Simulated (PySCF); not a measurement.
**Si3H8NO3(+)**

The system: Si3H8NO3(+), a small molecule (built as: end group NH3+); charge +1, singlet. The structure, one conformer, was relaxed in the gas phase by PBE0-D3(BJ)/def2-SVP. No frequency run checks that it is a minimum.

SMILES: [NH3+][SiH]1O[SiH2]O[SiH2]O1

```xyz
15

O     0.566    0.263    1.274
Si   -1.018    0.284    1.920
O    -1.989    0.409    0.583
Si   -1.842    0.533   -1.062
O    -0.152    0.481   -1.326
Si    1.061    0.485   -0.252
N     1.958   -1.152   -0.635
H    -1.221   -1.013    2.601
H    -1.143    1.472    2.787
H    -2.341    1.834   -1.549
H    -2.417   -0.651   -1.736
H     2.122    1.477   -0.462
H     1.326   -1.957   -0.538
H     2.329   -1.176   -1.593
H     2.749   -1.314    0.002
```
Atom numbers follow the order of the file, from 1.

Shieldings: GIAO PBE0/pcSseg-1. Shifts are against computed references at the same level: H TMS (σ 31.27 ppm), Si TMS (σ 352.0 ppm). Core levels by delta-SCF with SCAN, pcX-2 on the ionised atom and pcseg-1 elsewhere, spin-free X2C (2p3/2 is the spin-free 2p value less a third of a first-order spin-orbit splitting); from the vacuum level, for chosen atoms.

Question: Give the shieldings and core levels atom by atom.

Answer: 
```json
{"atoms": "O1 O5", "bonded to": "2 Si", "σ (ppm)": "232.5", "δ (ppm)": "-", "core level (eV)": "1s 542.63"}
{"atoms": "Si2 Si4", "bonded to": "2 O + 2 H", "σ (ppm)": "372.4", "δ (ppm)": "-20.4", "core level (eV)": "2p3/2 112.21"}
{"atoms": "O3", "bonded to": "2 Si", "σ (ppm)": "248.5", "δ (ppm)": "-", "core level (eV)": "1s 541.93"}
{"atoms": "Si6", "bonded to": "1 N + 2 O + 1 H", "σ (ppm)": "405.0", "δ (ppm)": "-53.0", "core level (eV)": "2p3/2 113.50"}
{"atoms": "N7", "bonded to": "1 Si + 3 H", "σ (ppm)": "212.7", "δ (ppm)": "-", "core level (eV)": "1s 413.50"}
{"atoms": "H8 H11", "bonded to": "1 Si", "σ (ppm)": "25.89", "δ (ppm)": "5.37", "core level (eV)": "-"}
{"atoms": "H9 H10", "bonded to": "1 Si", "σ (ppm)": "25.79", "δ (ppm)": "5.48", "core level (eV)": "-"}
{"atoms": "H12", "bonded to": "1 Si", "σ (ppm)": "25.87", "δ (ppm)": "5.40", "core level (eV)": "-"}
{"atoms": "H13 H14 H15", "bonded to": "1 N", "σ (ppm)": "27.58", "δ (ppm)": "3.69", "core level (eV)": "-"}
```

Values are those of this one static structure, with the three H of a rotating XH3 group averaged; atoms that internal rotation interchanges would show their mean in an NMR spectrum.

Question: Which of Si2, Si6 holds its core electrons tightest, and by how much against the loosest?

Answer: Si6 (bonded to 1 N + 2 O + 1 H), by 1.29 eV over Si2 (bonded to 2 O + 2 H).

Question: By CAM-B3LYP/def2-SVPD (TDDFT singlets, Tamm-Dancoff triplets, ionisation by delta-SCF), where does absorption start, and what does vertical ionisation take?

Answer: The lowest singlet lies at 7.55 eV (f 0.006), the strongest of the first 6 at 8.07 eV (f 0.029), the lowest triplet at 7.30 eV; vertical ionisation takes 14.64 eV.
